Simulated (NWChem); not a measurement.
Molecule: MgCl$_{2}$; SMILES [Mg]([Cl])[Cl]

```xyz
3

Mg     0.0000     0.0000     0.0421
Cl     2.1936     0.0000     0.0421
Cl    -2.1936     0.0000     0.0421
```
Atoms are numbered in this order, from 1.

Geometry: optimised at B3LYP/6-31G* (spherical d).

Problem. Give the principal values of the shielding tensors (ppm) of Mg1, Cl2 from BHandHLYP/pcSseg-1, GIAO (NWChem), with their diamagnetic and paramagnetic parts as GIAO splits them.

Solution. 
```json
[
 {"atom": "Mg1", "σ11": "404.2", "σ22": "404.2", "σ33": "715.7", "isotropic": "508.0", "diamagnetic": "708.9", "paramagnetic": "-200.9"},
 {"atom": "Cl2", "σ11": "1071.1", "σ22": "1071.1", "σ33": "1152.4", "isotropic": "1098.2", "diamagnetic": "1148.5", "paramagnetic": "-50.3"}
]
```
